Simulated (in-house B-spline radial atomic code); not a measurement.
K+ is squeezed into an impenetrable sphere of radius R (the orbitals vanish at R). Caution: exact exchange at fractional occupations of open shells leaves self-interaction of up to several eV. Method: non-relativistic PBE0, spin-polarised, spherical fractional occupations, point nucleus. Calculated with a radial B-spline atomic code at the basis-set limit.

Energies in eV above the free ion in [Ne] 3s2 3p6:

```
R (bohr)  highest level (eV)  [Ne] 3s2 3p6  [Ne] 3s2 3p5 3d1  [He] 2s2 2p5 3s2 3p6 3d1  -dE/dV in [Ne] 3s2 3p6 (GPa)
    8.05               -26.9     2.839e-05             23.42                     303.3                      0.000107
     5.8               -26.9       0.01018             23.77                     303.5                        0.0655
    5.48               -26.9       0.02275             23.91                     303.6                         0.163
    3.97               -26.1        0.9349             26.21                     305.4                          12.4
    3.83               -25.9         1.312             26.83                     305.9                          18.6
    3.23               -23.7         5.605             32.54                     310.7                           112
    2.43               -12.6         39.86             70.08                       345                          1450
    2.02                4.65         112.8             144.8                     418.2                          6150
    1.74                29.3         236.3               268                     543.8                         18200
    1.45                81.1         531.5             556.8                     847.3                         63200
```

Question: Does [Ne] 3s2 3p5 3d1 fall below [Ne] 3s2 3p6 under compression?

Answer: No, it stays above over the whole range.

Question: Does [He] 2s2 2p5 3s2 3p6 3d1 fall below [Ne] 3s2 3p6 under compression?

Answer: No, it stays above over the whole range.

The highest level is first positive in the row R = 2.02 bohr, pushed up by confinement above the zero of the free ion's potential. Each configuration is held fixed and needn't be the lowest in the sphere.
